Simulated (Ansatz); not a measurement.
Compare A (`C1[SiH2][AlH][SiH2]1`) with its isomer B (`[SiH3][Al]1[CH2][SiH2]1`).

Gas-phase electronic energies from Ansatz, PBE0-D4/def2-TZVP geometries. CCSD(T)/CBS adds triple-zeta CCSD(T) − MP2 to the extrapolated MP2 energy (def2 sets, frozen cores). DFT in def2-TZVPP. B3LYP here is the variant with VWN-RPA as its local correlation; programs differ in this.

(1) Which isomer does CCSD(T)/CBS put lower? Give the gap. (Estimate.)

(2) Give E(B) − E(A) in kcal/mol with LDA (SPW92), B3LYP-D4, r2SCAN-D4, CCSD(T)/def2-TZVPP, ωB97M-V, B2PLYP, CCSD/def2-TZVPP. (Best estimate.)

Largest T1 diagnostic: 0.014.

Results:

(1) Computed: A, by 20.3 kcal/mol.

(2) Computed: LDA (SPW92) 19.7, B3LYP-D4 19.4, r2SCAN-D4 18.5, CCSD(T)/def2-TZVPP 19.8, ωB97M-V 20.5, B2PLYP 18.7, CCSD/def2-TZVPP 20.0. None reverses the order clearly.

The D4 term adds +2.0 kcal/mol with B3LYP and +1.0 kcal/mol with PBE0; it sums over pairs of atoms, weighted by their polarisabilities, and B3LYP, whose exchange is more repulsive, gets the larger term. From r2SCAN to r2SCAN0 (25 % exact exchange), in def2-TZVPP and without D4, E(B) − E(A) moves by +1.3 kcal/mol.
